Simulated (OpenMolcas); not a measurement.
Cu V.

```
Program             : OpenMolcas 26.06
Method              : CASSCF
Basis               : ANO-RCC-VTZP [6s5p3d2f1g]
Scalar Hamiltonian  : DKH2, point nucleus
Active space        : 7 electrons in 5 orbitals (3d)
State averaging     : 2S+1 = 4 even, 10 roots; 2S+1 = 2 even, 40 roots
Spin-orbit coupling : state interaction with AMFI integrals over the reference wave functions, term energies averaged over their components
```

Levels without dynamic correlation, in cm-1 above 3d7 4F 9/2:

```tsv
Level	E
3d7 4P 5/2	24909
3d7 2G 9/2	25097
3d7 2P 3/2	33041
3d7 2H 11/2	33310
3d7 2D 5/2(1)	36128
3d7 2F 5/2	57235
```

On this reference, MS-CASPT2, IPEA 0.25 Eh, imaginary shift 0.1 Eh (closed shells correlated: 3s 3p) puts 3d7 4P 5/2 at 20900 cm-1.

Task: Estimate the other levels at that method by one scale factor, and say how well it serves.

Result: The factor is 20900 / 24909 = 0.839. Scaled values beside those that MS-CASPT2 gives and measured ones (Sugar and Musgrove, J. Phys. Chem. Ref. Data 19, 527 (1990)):
| Level | Scaled | MS-CASPT2 | Miss (%) | Measured |
| --- | --- | --- | --- | --- |
| 3d7 2G 9/2 | 21056 | 22330 | -5.7 | 22575 |
| 3d7 2P 3/2 | 27721 | 26750 | +3.6 | 27016 |
| 3d7 2H 11/2 | 27947 | 30710 | -9.0 | 30402 |
| 3d7 2D 5/2(1) | 30311 | 30940 | -2.0 | 30966 |
| 3d7 2F 5/2 | 48020 | 49690 | -3.4 | 49490 |
For these levels the scaled values miss MS-CASPT2 by up to 9.0 %, as correlation changes each term by its own factor, spin-orbit parts do not scale and CASPT2 has its own spread within terms. This holds within one configuration; levels of others move differently, and the target method has errors of its own against measurement.

CASPT2 breaks the degeneracy within a term, and the mean is taken; among the terms shown or strongly mixed into the levels shown the widest spread is 720 cm-1 (3d7 4F, MS-CASPT2). Without dynamic correlation excited terms often stand tens of per cent too high (terms of higher spin than the ground term too low), and those without a measured partner can miss by more than the paired ones (holds for CASSCF). The CASPT2 spread within a term exceeds the gap to the next term for 3d7 2H and 3d7 2D(1), so the order of their levels is uncertain (holds for MS-CASPT2). Measured partners are found by configuration, term and J. A level has none where our copy of the source lacks it or the pairing is in doubt (some pairs that miss far off the trend of their configuration count as doubtful), and it then counts in no deviation. Levels of configurations outside the active space are missing.

A number in round brackets counts repeated terms of one configuration in the order of the reference energies.
